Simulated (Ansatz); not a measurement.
Consider the ligand exchange at the Al–N bond: `C[NH][AlH][F]` + `[SiH3]S` → `[F][AlH][S][SiH3]` + CH₃NH₂.

Computed with Ansatz on PBE0-D4/def2-TZVP structures; ΔE is electronic, products minus reactants. CBS: MP2 limit from def2 TZ/QZ plus the TZ coupled-cluster correction, frozen cores. Functionals use def2-TZVPP. B3LYP here is the variant with VWN-RPA as its local correlation; programs differ in this. HSE06 is defined as in plane-wave codes. Each species was taken in one conformer, which may not be the lowest.

```tsv
level	ΔE (kcal/mol)	difference from CCSD(T)/CBS
LDA (SPW92)	-5.5	0.9
revPBE-D4	-6.9	-0.5
BLYP-D4	-4.5	1.9
r2SCAN-D4	-6.5	-0.1
B97M-V	-6.3	0.1
PBE0-D4	-7.5	-1.1
B3LYP-D4	-5.1	1.3
r2SCANh-D4	-6.7	-0.3
r2SCAN0-D4	-6.9	-0.5
HSE06-D4	-7.5	-1.1
BHLYP-D4	-5.9	0.5
CAM-B3LYP-D4	-4.3	2.1
ωB97X-V	-5.9	0.5
ωB97M-V	-5.9	0.5
B2PLYP	-5.0	1.4
PBE-QIDH	-7.1	-0.7
PBE	-6.7	-0.3
revPBE	-6.9	-0.5
BLYP	-4.0	2.4
r2SCAN	-6.4	0.0
B3LYP	-4.6	1.8
r2SCANh	-6.6	-0.2
r2SCAN0	-6.8	-0.4
BHLYP	-5.0	1.4
CAM-B3LYP	-3.9	2.5
LC-ωPBE	-6.1	0.3
RPA@PBE/def2-TZVPP	-4.5	1.9
HF/def2-SVP	-4.9	1.5
MP2/def2-SVP	-4.5	1.9
CCSD/def2-SVP	-4.0	2.4
HF/def2-TZVPP	-5.5	0.9
MP2/def2-TZVPP	-5.9	0.5
SCS-MP2/def2-TZVPP	-5.1	1.3
CCSD/def2-TZVPP	-5.1	1.3
CCSD(T)/def2-TZVPP	-5.5	0.9
HF/def2-QZVPP	-5.3	1.1
MP2/def2-QZVPP	-6.4	0.0
HF/CBS(def2)	-5.3	1.1
MP2/CBS(def2)	-6.9	-0.5
CCSD/CBS(def2)	-6.1	0.3
CCSD(T)/CBS	-6.4	0
```

Largest T1 diagnostic among the species: 0.012.

At CCSD(T), def2-SVP lies +2.2 kcal/mol from the extrapolated value and def2-TZVPP +0.9 kcal/mol. Leaving LDA and LC-ωPBE aside and taking each functional with its dispersion term where it has one, the values spread over 3.3 kcal/mol, from HSE06-D4 to CAM-B3LYP-D4. LDA lies +1.1 kcal/mol from PBE without D4. From BLYP to BHLYP (50 % exact exchange), in def2-TZVPP and without D4, ΔE moves by −1.0 kcal/mol.
